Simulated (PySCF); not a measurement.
NbSe₂⁺, singlet: structure and spectrum

Method: PBE0/[Nb def2-TZVP with ECP28, Se def2-TZVP], scalar-relativistic core potentials, density fitting, no spin–orbit coupling, PySCF.

The structure is a minimum.

```
Point group                                                                   : C2v
Bond lengths                                                                  : Nb–Se 2.235 Å (×2)
Bond angles                                                                   : Se–Nb–Se 105.2°
Rotational constants                                                          : 0.1555, 0.03347, 0.02755 cm⁻¹
Heat capacity Cp at 298.15 K                                                  : 53.3 J/(mol K)
Principal quadrupole moments (Buckingham, traceless) about the centre of mass : -3.46, -2.48, 5.94 D Å
Principal polarisabilities                                                    : 48.1, 65.4, 129.8 bohr³
Lowest empty level                                                            : -9.26 eV
Highest occupied level                                                        : -11.79 eV
Dipole moment about the centre of mass                                        : 5.16 D
Enthalpy at 298.15 K above 0 K                                                : 13.23 kJ/mol
Zero-point energy                                                             : 5.8 kJ/mol
Rotational symmetry number                                                    : 2
Entropy at 298.15 K and 1 bar                                                 : 312.3 J/(mol K)
```

Harmonic modes (masses in u: Nb 92.906, Se 79.917):
| symmetry | ω (cm⁻¹) | IR (km/mol) | μ (u) |
| --- | --- | --- | --- |
| a1 | 135 | 0.1 | 82.19 |
| a1 | 407 | 2.7 | 85.09 |
| b2 | 420 | 43.3 | 86.19 |

In C2v the vibrations span 2a1 + b2. Here b1 is antisymmetric to the molecular plane and b2 lies in it.

Charges (e):
| atom | Mulliken | Löwdin | polar tensor | Mayer order to Nb1 |
| --- | --- | --- | --- | --- |
| Nb1 | 1.06 | 0.19 | 1.29 | – |
| Se2,3 | -0.03 | 0.41 | -0.15 | 2.44 |

Mulliken populations on Nb1 (electrons outside its core potential): s 2.25, p 6.19, d 3.47, f 0.02.

Outer orbital energies (eV). occupied: -23.60, -23.30, -14.11, -13.95, -13.62, -13.47, -13.30, -11.79; empty: -9.26, -8.83, -8.18, -7.98.

Formally Nb is in oxidation state +5, d0. A d0 centre has no lone pair, yet it is C2v rather than linear: covalent bonding through the d orbitals favours lower symmetry. The polar-tensor charge on Nb, 1.29, is far below the formal one.

Other isomers or separated fragments may lie lower.

The final relaxation and frequency run took about 9 core-minutes on a shared host.
